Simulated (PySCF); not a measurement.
# How good is the calculation?

Structure with atom numbers: `[CH3:1][C:2]([CH3:3])([CH3:4])[O:5][C:6]([CH3:7])([CH3:8])[CH3:9]` (H(Xn): hydrogen on atom n).

Measured values that the calculation should reproduce: δ $^{13}$C C2/C6 76.3; C1/C3/C4/C7/C8/C9 33.8 ppm (measured; solution, not stated per compound (mostly CDCl3 or CCl4); Pretsch, Buehlmann, Badertscher, Structure Determination of Organic Compounds, 4th ed. (2009)).
δ $^{17}$O O5 76.0 ppm (measured; liquid, neat; K. Matsuzaki, S. Hayashi, W. Nakanishi, RSC Adv. 2024, ESI (observed values from its refs S1-S5)).

- GIAO PBE0/pcSseg-1 shieldings
- GFN2-xTB geometry
- program: PySCF 2.14.0 with density-fitted response routines
- equivalent nuclei averaged, non-relativistic, no solvent model, a single conformation

(1) How close does the calculation come?

(2) How far are the unscaled $^{13}$C shifts from the references?

Answers

(1) 
Reference values: measured (solution, not stated per compound (mostly CDCl3 or CCl4); Pretsch, Buehlmann, Badertscher, Structure Determination of Organic Compounds, 4th ed. (2009)).
```
            atoms    quantity  reference  computed  computed, scaled
            C2/C6  δ $^{13}$C       76.3      75.4              71.3
C1/C3/C4/C7/C8/C9  δ $^{13}$C       33.8      33.8              30.8
```

Reference values: measured (liquid, neat; K. Matsuzaki, S. Hayashi, W. Nakanishi, RSC Adv. 2024, ESI (observed values from its refs S1-S5)).
```
atoms           quantity  reference  computed  computed, scaled
   O5  δ $^{17}$O vs H2O       76.0         –              73.8
```

Computed shifts are σ(ref) − σ with the named reference compound (TMS for H and C) calculated as an isolated molecule at the same level. The measured values may be among those fitted. Expected solution values come from regression of measured δ (H and C: mostly CDCl3, vs TMS) on computed σ: $^{13}$C: δ = 179.97 − 0.974σ (rms 2.1 ppm, 958 shifts, 2.3 ppm with the 13 outliers that the fit left out); $^{17}$O: δ = 266.70 − 0.911σ (rms 10.7 ppm, 155 shifts, 12.2 ppm with the 3 outliers that the fit left out vs liquid water, solution or neat liquid). A few per cent of atoms miss by over 2 rms, more outside the fitted compound classes.

(2) Mean signed difference -0.45 ppm, mean absolute 0.45 ppm over 2 comparisons; the largest is -0.9 ppm at C2/C6 (fully substituted sp3 carbon bonded to O).
